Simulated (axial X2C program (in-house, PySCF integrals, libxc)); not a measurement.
## Testing model relations on RuF

A bond curve at the PBE0 level, two-component, was computed with an in-house relativistic program for diatomic molecules (basis Ru dyall-cv3z [12s12p8d5f3g], F dyall-av3z [7s6p3d2f] (cores contracted in-house)) for the state Ω = 9/2 (⟨Sz⟩ = 1.52, ⟨Lz⟩ = 2.98 at PBE0). Its fit gives Re = 1.8994 Å, ωe = 565.6 cm⁻¹, ωexe = 2.88 cm⁻¹ and αe = 2.191e-03 cm⁻¹; the masses are 101.9043 and 18.9984 u. Two-component means X2C with spin–orbit coupling and atomic mean-field Coulomb and Gaunt terms.

Q: Find the reduced mass, Be and the force constant.

A: From the PBE0 values: μ = 16.0130 u. Be = 16.8576/(μ Re²) = 0.2918 cm⁻¹. k = 5.8918×10⁻⁷ μ ωe² = 3.02 mdyn/Å.

Q: A Morse curve ties αe to the other constants (Pekeris). How well does that hold?

A: αe(Morse) = 6Be²/ωe × (√(ωexe/Be) − 1) = 1.934e-03 cm⁻¹; the PBE0 curve gives 2.191e-03 cm⁻¹, a ratio of 0.88.

Q: The dipole moment p changes by 6.84 D/Å at Re. What harmonic infrared intensity follows?

A: I = 42.256 × (dp/dR)²/μ = 120 km/mol.

Q: Where do the fundamental and the first overtone lie?

A: ν(1←0) = ωe − 2ωexe = 559.8 cm⁻¹; ν(2←0) = 2ωe − 6ωexe = 1113.9 cm⁻¹.

Q: Estimate the centrifugal constant by the Kratzer relation.

A: D = 4Be³/ωe² = 3.11e-07 cm⁻¹.

The state is one determinant whose occupation by symmetry is held fixed; it was picked as the lowest of a PBE0 search that is not exhaustive. Density functionals use the spin component along the axis (collinear). PBE0 can misorder states that lie within some tenths of an eV, so this need not be the ground state of the molecule. The nearest other spin-free determinant of the search, M_S = 3/2, Λ = 2, lies 0.02 eV up at the distance of the search. Without a current term, density functionals place determinants with orbital angular momentum somewhat too high. With several unpaired electrons one determinant need not be a pure state. A state of lower Ω lies just above, and one determinant can place such states too high, so the state shown need not be the lowest. The search has Ω = 7/2 only 0.09 eV up.
